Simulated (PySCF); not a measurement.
Compound: W(CH)F3, CHF3W (singlet state).
Bonds: W1–C2, W1–F4, W1–F5, W1–F6. Hydrogens: H3 on C2.

The calculation used PBE0-D3(BJ)/def2-SVP geometry optimisation, gas phase, def2 core potentials past Kr in PySCF.

Question: What internal coordinates does the optimisation give?

Answer: 
| bond | length (Å) |
| --- | --- |
| W1–C2 | 1.731 |
| W1–F4, W1–F5, W1–F6 | 1.867 |
| C2–H3 | 1.092 |

Bonds in one row agree within 0.01 Å and their mean is given. A selection of angles:
| angle | degrees |
| --- | --- |
| C2–W1–F4 | 103.7 |
| F4–W1–F5 | 114.4 |
| F4–W1–F6 | 114.5 |
| W1–C2–H3 | 179.8 |

W1 (tungsten bonded to C and 3 F) is distorted tetrahedral (angles from 103.7° to 114.7°). All 3 F–W bonds measure 1.866 to 1.867 Å.

Point group: C3v (every atom within 0.08 Å of its image). Stationary, but not proved a minimum.


Species: CdMe2, C₂H₆Cd (singlet state).
Bonds: Cd1–C2, Cd1–C6. Hydrogens: H3, H4, H5 on C2; H7, H8, H9 on C6.

The calculation used PySCF, PBE0-D3(BJ)/def2-SVP geometry optimisation, gas phase, def2 core potentials past Kr.

Q: What internal coordinates does the optimisation give?

A: 
| bond | length (Å) |
| --- | --- |
| Cd1–C2, Cd1–C6 | 2.115 |
| C2–H3 and 5 like bonds | 1.101 |

Bonds in one row agree within 0.01 Å and their mean is given. A selection of angles:
| angle | degrees |
| --- | --- |
| C2–Cd1–C6 | 179.5 |
| Cd1–C2–H3 | 110.7 |
| H3–C2–H4 | 107.9 |

Point group: near D3d, missed by 0.11 Å at most; the miss may be what the optimiser left on a soft mode (D3 holds within 0.08 Å). Not checked by PBE0-D3(BJ)/def2-SVP frequencies.

On one thread of an Intel Xeon Platinum 8488C, shared host, this took 17 s wall and 0.36 GiB of memory at its peak. These figures are those of the optimisation.
